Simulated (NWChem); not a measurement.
System: C₄H₅Cl; SMILES C=CC(=C)Cl

```xyz
10

C      0.7204    -1.9816     0.0000
C     -0.4253    -1.2917     0.0000
C     -0.5589     0.1625     0.0000
C     -1.7359     0.8027     0.0000
Cl     0.9165     1.0880     0.0000
H      1.6872    -1.4723     0.0000
H      0.7162    -3.0736     0.0000
H     -1.3824    -1.8246     0.0000
H     -2.6631     0.2251     0.0000
H     -1.7980     1.8915     0.0000
```
Atoms are numbered in this order, from 1.

All runs: NWChem. Structure relaxed at the PBE0/def2-SVP level. Level: PBE0/def2-SVP with SMD (1 M gas to 1 M solution), gas-phase geometry.

**Question.** What does the run give for solvent toluene? Quantities: solvation free energy (kcal/mol); cavity-dispersion-structure term (kcal/mol); dipole in solution (D).

**Answer.** 
```yaml
solvation free energy (kcal/mol): -3.2
cavity-dispersion-structure term (kcal/mol): -1.4
dipole in solution (D): 1.65
```
